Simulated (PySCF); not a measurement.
**TiO: frontier orbitals**

PBE0 at R = 1.602 Å; basis Ti def2-TZVP, O def2-TZVP; no relativity; PySCF 2.14. State: ³Δ (triplet), unpaired electrons σ ↑, δ ↑. Only the outer orbitals are listed, counted within each symmetry.

```
spin  orbital  occ.  ε (eV)  on Ti (%)            main shells (%)
   α       7σ     1  -23.62         10                     90 O s
   α       8σ     1   -8.96         30            67 O p, 27 Ti d
   α       3π     1   -8.85         25            75 O p, 22 Ti d
   α       3π     1   -8.85         25            75 O p, 22 Ti d
   α       1δ     1   -6.09        100                   100 Ti d
   α       9σ     1   -5.02         93  72 Ti s, 11 Ti p, 10 Ti d
   α       1δ     0   -1.64        100                   100 Ti d
   α       4π     0   -1.27         90   53 Ti d, 37 Ti p, 10 O p
   α       4π     0   -1.27         90   53 Ti d, 37 Ti p, 10 O p
   β       2π     1  -39.49        100                   100 Ti p
   β       2π     1  -39.49        100                   100 Ti p
   β       7σ     1  -23.88         10                     90 O s
   β       3π     1   -8.97         19            81 O p, 17 Ti d
   β       3π     1   -8.97         19            81 O p, 17 Ti d
   β       8σ     1   -8.96         23            74 O p, 20 Ti d
   β       9σ     0   -2.06         96            81 Ti s, 8 Ti p
   β       1δ     0   -0.90        100                   100 Ti d
   β       1δ     0   -0.24        100                   100 Ti d
```

Which are the highest filled and the lowest empty level, where do they sit, and how wide is the gap?

Highest filled α 9σ at -5.02 eV (in %: 72 Ti s, 11 Ti p, 10 Ti d); lowest empty β 9σ at -2.06 eV (in %: 81 Ti s, 8 Ti p); the gap at PBE0 is 2.96 eV.

```json
{"bond order (Mayer)": "2.32", "⟨S²⟩": "2.016", "charge on Ti (Mulliken, basis-dependent)": "0.60", "charge on Ti (Löwdin, basis-dependent)": "0.25", "dipole moment (positive dipole means Ti(−)O(+))": "-3.83 D", "polarisability along the bond": "60.4 bohr³", "polarisability across the bond": "65.5 bohr³"}
```

With d or f electrons several states lie close, and the lowest PBE0 determinant need not be the measured ground state.
